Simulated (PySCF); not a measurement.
C4HCoO4 (SMILES [O+]#[C-]->[CoH](<-[C-]#[O+])(<-[C-]#[O+])<-[C-]#[O+]), singlet, at a GFN2-xTB geometry (such geometries of metal compounds can be far from the true shape). Base run: DF-PBE/def2-SV(P) run with PySCF.

PySCF was given this input:
```python
from pyscf import gto, scf, dft

mol = gto.M(
    atom='''
Co    0.168668   -0.215946    0.068540
O     2.115767    0.298485   -2.068334
C     1.354219    0.108808   -1.243786
O     0.726588    0.753388    2.783531
C     0.503050    0.387534    1.729020
O    -1.561314    1.998951   -0.634452
C    -0.881582    1.128690   -0.358237
O    -1.886893   -2.275152   -0.326937
C    -1.098266   -1.468095   -0.176808
H     1.028236   -1.316451    0.417831
''',
    basis='def2-sv(p)',
    charge=0,
    spin=0,
    verbose=4,
    symmetry=True,
)

mf = dft.RKS(mol)
mf.xc = 'pbe'
mf = mf.density_fit(auxbasis='def2-universal-jkfit')
mf.kernel()
mf.analyze()
```

The base run was repeated with changes; each row names its change, and settings that it needs were set with it.

```
change                     ΔE vs base (eV)  point group used  SCF cycles        outcome
-------------------------  ---------------  ----------------  ----------  -------------
base                                  0.00                Cs          18      converged
irrep_nelec = A':56 A":28                -                 -          50  not converged
irrep_nelec = A':60 A":24                -                 -          50  not converged
symmetry = off                        0.00                C1          18      converged
```
